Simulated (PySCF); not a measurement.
## Worked example: entropy of an ideal gas

C2H5N, SMILES N(C)=C (connectivity only; charge and spin as stated), charge +1, multiplicity 2.

Geometry optimised at PBE0-D3(BJ)/def2-TZVP. The multiplicity is an assumed one; other spin states were not compared.

PBE0-D3(BJ)/def2-TZVP (PySCF) gives the harmonic wavenumbers 145, 235, 359, 912, 970, 1038, 1103, 1116, 1377, 1388, 1393, 1442, 1859, 2967, 2996, 3095, 3109, 3147 cm⁻¹ and the rotational temperatures 4.2503, 0.4298, 0.4121 K. The molar mass is 43.07 g/mol, the symmetry number 1, the spin multiplicity 2.

Work out the entropy at 298.15 K and 1 atm in the rigid-rotor, harmonic-oscillator model.


Translation (Sackur–Tetrode at 1 atm): S = R[1.5 ln M + 2.5 ln T − 1.16487] = 155.7 J/(mol K).
Rotation: q = (√π/σ) T^1.5/√(θA θB θC) = 10500, S = R[ln q + 3/2] = 89.5 J/(mol K).
Vibration: with u = 1.4388 ν/T, each mode gives R[u/(e^u − 1) − ln(1 − e^−u)]:
```tsv
ν (cm⁻¹)	modes	u	S (J/(mol K))
145	1	0.70	11.45
235	1	1.13	7.70
359	1	1.73	4.71
912	1	4.40	0.56
970	1	4.68	0.44
1038	1	5.01	0.34
1103	1	5.32	0.26
1116	1	5.39	0.24
1377	1	6.64	0.08
1388	1	6.70	0.08
1393	1	6.72	0.08
1442	1	6.96	0.06
1859	1	8.97	0.01
```
The stiffer modes add less than 0.005 each. Sum 26.0 J/(mol K).
Spin: R ln 2 = 5.8 J/(mol K).
Total 276.9 J/(mol K); the program's own thermochemistry gives 276.9. Translation makes up 56 % and vibration 9 %. Anharmonicity, hindered rotation and orbital degeneracy are left out.
